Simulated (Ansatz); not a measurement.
A nudged elastic band was laid between two geometries of CH₂O₂Se (6 atoms, charge 0, multiplicity 1).

Computed with RHF/def2-SVP in Ansatz 0.2.0.

```json
{"movable images": "9", "climbing image": "yes", "spring": "5.0 eV/Å²", "optimiser": "quadratic models (default)", "start path": "through a guess of the saddle point", "force threshold": "0.03 eV/Å", "iteration limit": "60", "end points": "relaxed"}
```

First end point:

```xyz
6
Properties=species:S:1:pos:R:3
O -0.343 -0.709 1.069
C 0.103 -0.154 0.136
O 1.330 -0.321 -0.319
Se -0.825 1.121 -0.951
H 1.778 -0.956 0.230
H -2.042 1.019 -0.166
```

Last end point:

```xyz
6
Properties=species:S:1:pos:R:3
O -0.604 -0.735 1.243
C 0.055 -0.323 0.373
O 1.304 -0.704 0.173
Se -0.580 0.985 -0.913
H 1.717 -0.289 -0.570
H -1.893 1.066 -0.305
```

(1) What changes between the two ends?

(2) What energy profile does the band end with?

(3) What is the geometry of the highest image?

(4) What are the harmonic wavenumbers there?

Results:

(1) No bond is made or broken. The dihedral Se4–C2–O3–H5 goes from -180 to 0°.

(2) It converged. The highest image is number 6 of 0 to 10, 46.6 kJ/mol above the first end and 21.0 kJ/mol above the last; the last end lies 25.6 kJ/mol above the first. A vibrational analysis at the climbing image gives one clearly imaginary mode, 510i cm⁻¹: a first-order saddle point.

```tsv
image	path coordinate (Å)	energy (kJ/mol)	dihedral Se4–C2–O3–H5 (°)
0	0.00	0.0	-180
1	0.19	2.2	-169
2	0.37	10.4	-153
3	0.56	22.4	-136
4	0.74	34.7	-120
5	0.93	43.5	-103
6	1.12	46.6	-86
7	1.35	42.4	-63
8	1.58	33.4	-40
9	1.81	26.8	-16
10	2.04	25.6	0
```

(3) 
```xyz
6
Properties=species:S:1:pos:R:3
O -0.464 -0.656 1.242
C 0.116 -0.132 0.376
O 1.433 -0.267 0.156
Se -0.672 1.083 -0.889
H 1.611 -0.929 -0.499
H -2.023 0.900 -0.386
```

(4) 510i, 324, 352, 413, 638, 816, 887, 1214, 1265, 2072, 2616, 4132 cm⁻¹.

Time of the run: 3.5 min on 1 thread of Arm Neoverse V1 (shared host), peak memory 0.16 GiB.
